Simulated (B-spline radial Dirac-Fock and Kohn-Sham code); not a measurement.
What relativity does to the binding energies of Xe⁷⁺

System: Xe⁷⁺, configuration [Kr] 4d10 5s1.

Both columns are ΔSCF binding energies of the configuration average from a B-spline atomic structure program: non-relativistic Hartree-Fock with a point nucleus, and Dirac-Fock with a finite nucleus and the Coulomb interaction alone, averaged over the two j levels with weights 2j+1.

```csv
shell,Hartree-Fock (eV),Dirac-Fock (eV),shift (eV),shift (%)
1s,33352.1,34787.8,+1435.66,+4.30
2s,5214.7,5571.3,+356.56,+6.84
2p,4897.2,5003.6,+106.45,+2.17
3s,1173.9,1251.6,+77.66,+6.62
3p,1038.7,1063.5,+24.80,+2.39
3d,789.7,780.3,-9.45,-1.20
4p,251.5,256.2,+4.71,+1.87
4d,163.7,161.8,-1.94,-1.18
5s,100.8,104.3,+3.51,+3.49
```

Relativity binds 1s, 2s, 2p, 3s, 3p, 4p, 5s more strongly, among those listed most of all 2s in relative terms, and 3d, 4d more weakly, because the contracted s and p shells screen the nucleus better.

Values without a named source are computed, but for edge energies of neutral atoms, which are taken from tables.
